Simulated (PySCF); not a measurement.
## C₆ coefficients of unlike pairs at PBE0

Calculated with PySCF 2.14 from the dipole response of each species, C₆(A,B) = (3/π) ∫ α_A(iu) α_B(iu) du, in atomic units, from isotropic polarisabilities. For ions this is the dispersion term alone; charge-induced terms of lower order in 1/R come first.

```csv
species,configuration,basis,relativity,α (bohr³),C₆ (like pair)
F³⁺,[He] 2s2 2p2 (3P),aug-cc-pCVQZ-DK (9s8p6d4f2g),spin-free X2C,0.9409,0.8483
Br⁺,[Ar] 3d10 4s2 4p4 (3P),def2-QZVPPD (12s8p5d4f1g),none,12.56,78.33
Al,[Ne] 3s2 3p1 (2P),aug-cc-pVTZ-DK (6s5p3d2f),spin-free X2C,62.76,559.2
Ti,[Ar] 3d2 4s2 (3F),aug-cc-pwCVTZ (10s9p7d4f3g),none,111.8,1323
```

Problem. Estimate C₆ for Al with F³⁺.

Solution. The integral gives 14.95. The combination rule 2 C_A C_B / (C_A α_B/α_A + C_B α_A/α_B) gives 14.60 and the geometric mean 21.78.

No spin-orbit coupling is included.

The other pairs:

```tsv
pair	C₆
Br⁺, F³⁺	7.668
Ti, F³⁺	21.56
Ti, Br⁺	256.6
Al, Br⁺	177.8
Ti, Al	851.4
```
